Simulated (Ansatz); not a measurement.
An input meant for `[H]/C=C/c1ccc(/C=C/c2ccccc2)cc1` with charge -1 (charge -1, doublet; atoms displaced at random, 0.08 Å in each coordinate).

```yaml
crystal:
  periodic: [false, false, false]
  atoms:
    - {symbol: H, position_ang: [7.345841, -0.371762, 0.922009]}
    - {symbol: C, position_ang: [6.170891, -0.621005, 1.176240]}
    - {symbol: C, position_ang: [5.384513, 0.176024, 0.455098]}
    - {symbol: C, position_ang: [3.842687, -0.017733, 0.295456]}
    - {symbol: C, position_ang: [3.033990, 1.051862, -0.325024]}
    - {symbol: C, position_ang: [1.610214, 0.955355, -0.276832]}
    - {symbol: C, position_ang: [0.910342, -0.052235, 0.121245]}
    - {symbol: C, position_ang: [-0.358856, -0.304215, 0.171020]}
    - {symbol: C, position_ang: [-1.523762, 0.383408, -0.471925]}
    - {symbol: C, position_ang: [-2.811704, 0.331110, -0.379029]}
    - {symbol: C, position_ang: [-3.732295, 1.224958, -1.127138]}
    - {symbol: C, position_ang: [-5.087888, 1.148581, -1.129708]}
    - {symbol: C, position_ang: [-5.705874, 0.016456, -0.687771]}
    - {symbol: C, position_ang: [-4.864263, -1.027049, -0.048465]}
    - {symbol: C, position_ang: [-3.610508, -0.836116, -0.040296]}
    - {symbol: C, position_ang: [1.764728, -1.085476, 0.815024]}
    - {symbol: C, position_ang: [3.075393, -1.112985, 1.013693]}
    - {symbol: H, position_ang: [5.825230, -1.359743, 1.596605]}
    - {symbol: H, position_ang: [5.656168, 1.156593, -0.036557]}
    - {symbol: H, position_ang: [3.572427, 1.918206, -0.711639]}
    - {symbol: H, position_ang: [1.034965, 1.779226, -0.949390]}
    - {symbol: H, position_ang: [-0.836561, -1.371233, 0.455386]}
    - {symbol: H, position_ang: [-1.104881, 1.449985, -0.979982]}
    - {symbol: H, position_ang: [-3.179935, 2.295096, -1.474075]}
    - {symbol: H, position_ang: [-5.637542, 1.909274, -1.679865]}
    - {symbol: H, position_ang: [-6.783120, -0.016911, -0.687970]}
    - {symbol: H, position_ang: [-5.355724, -1.963030, 0.354998]}
    - {symbol: H, position_ang: [-2.975387, -1.791804, 0.318446]}
    - {symbol: H, position_ang: [1.221527, -1.968006, 1.406070]}
    - {symbol: H, position_ang: [3.678839, -1.776798, 1.463551]}
basis:
  gaussian: {orbitals: aug-cc-pVDZ, fitting: {mean_field: def2-universal-jkfit}}
total_charge: -1
magnetization: {spin_polarized: true, initial_magnetization: 1}
hamiltonian: {xc: {name: HF}}
correlation: {method: mp2, frozen_orbitals: {H: 0}}
```

```sh
$ ansatz run in.yaml --threads 2 --pin off --events-out ev --progress --plain --max-ram 32768MiB --backend cuda --devices 0, --max-vram 18GiB
```

It prints (some lines left out):

```
Functional definition: HF
Error: "frozen_orbitals" has no count for C
```

(1) What is wrong with this run?

Results:

(1) Frozen orbitals are typed for one element alone, and the program wants a count for each (the count typed has to fit that element's core, too). The input was rejected before any iteration.
